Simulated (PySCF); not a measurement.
Stepwise substitution at one centre (Ga F-NH2). Gas-phase values, no solvent. One relaxed conformer stands for each flexible species; it need not be the lowest. Strings in code marks are SMILES.

The T1 excitation (TDA) from two functionals at the same geometries (PBE0-D4/def2-TZVP), both in PySCF: PBE-D3(BJ)/def2-TZVP and B3LYP-D3(BJ)/def2-TZVP. B3LYP has the VWN-RPA correlation part, as in Gaussian. Excitations are Tamm–Dancoff values on a coarser integration grid. The basis has no diffuse functions, so Rydberg states are missing or too high.

```json
[
 {"species": "0 of 3 F replaced by NH2", "PBE-D3(BJ)/def2-TZVP (eV)": "6.11"},
 {"species": "1 of 3 F replaced by NH2 (`[NH2][Ga]([F])[F]`)", "PBE-D3(BJ)/def2-TZVP (eV)": "4.47"},
 {"species": "2 of 3 F replaced by NH2 (`[NH2][Ga]([NH2])[F]`)", "PBE-D3(BJ)/def2-TZVP (eV)": "4.44"},
 {"species": "3 of 3 F replaced by NH2", "PBE-D3(BJ)/def2-TZVP (eV)": "4.44"}
]
```

Question: What does B3LYP-D3(BJ)/def2-TZVP give for each?

Answer: 
- 0 of 3 F replaced by NH2: 6.86
- 1 of 3 F replaced by NH2 (`[NH2][Ga]([F])[F]`): 4.84
- 2 of 3 F replaced by NH2 (`[NH2][Ga]([NH2])[F]`): 4.81
- 3 of 3 F replaced by NH2: 4.87
Over these rows, drawn at random from the members with no instability flagged (it was tested for open shells, ions and some series alone), PBE minus B3LYP-D3(BJ): mean -0.48 eV, from -0.75 eV to -0.37 eV.
